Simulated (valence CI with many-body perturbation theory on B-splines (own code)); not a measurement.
# Au⁷⁴⁺: what the settings do

Calculated by relativistic CI+MBPT: three valence electrons over a frozen Dirac-Fock core [He], radial functions for each j: 6 s, 6 p, 5 d, 3 f, 1 g, with the one-electron correlation potential Σ1, the two-electron term Σ2, the three-electron term Σ3, Breit, model QED; selected CI, second order for the rest, scaled by the run's own slope (own B-spline code, finite nucleus).

No measured spectrum was set against this ion. As an estimate, large intervals hold to a few tenths of a per cent, small ones and those within an open d or f shell to about a per cent.

The reference run has the lowest level (2s^2 2p1/2) J=1/2 and an ionisation energy of 21918.0 eV. Its largest variational space holds 3198 state functions.

Levels are named by their leading jj configuration (3d3/2^4 stands for four electrons in 3d with j = 3/2), which in mixed levels can hold well under half, so a name can repeat and another be missing. Letters in brackets count levels of one name in rising energy.

Changed runs:
A. logarithmic knot step 0.27 → 0.4
B. lowest core n in screening and Σ2 1 → 1
C. highest l in the core sums 6 → 3
D. size limit of the variational space 10000 → 300; second order for the rest on → off (bad on purpose)

Excitation energies of the reference run in eV, and shifts in cm⁻¹:

```csv
Level,Reference,A,B,C,D
(2s 2p1/2^2) J=1/2,304.7,-111,0,-90,+140
(2s^2 2p3/2) J=3/2,1977.3,+35,0,+30,+1509
(2s 2p1/2 2p3/2) J=3/2 [a],2192.9,-70,0,-58,+422
(2s 2p1/2 2p3/2) J=5/2,2235.0,-71,0,-58,+793
(2s 2p1/2 2p3/2) J=1/2,2315.6,-72,0,-58,+2008
(2s 2p1/2 2p3/2) J=3/2 [b],2317.3,-71,0,-58,+2527
(2p1/2^2 2p3/2) J=3/2,2631.9,-158,0,-145,+3465
(2s 2p3/2^2) J=5/2,4188.0,-30,0,-25,-65
(2s 2p3/2^2) J=1/2,4307.8,-30,0,-26,+1793
(2s 2p3/2^2) J=3/2,4308.3,-31,0,-26,+2272
(2p1/2 2p3/2^2) J=3/2,4554.4,-117,0,-115,+3330
(2p1/2 2p3/2^2) J=5/2,4577.0,-117,0,-115,+205
Ionisation energy (eV),21918.0,+0.0045,0,+0.012,-0.25
```

No effect on these energies: B.
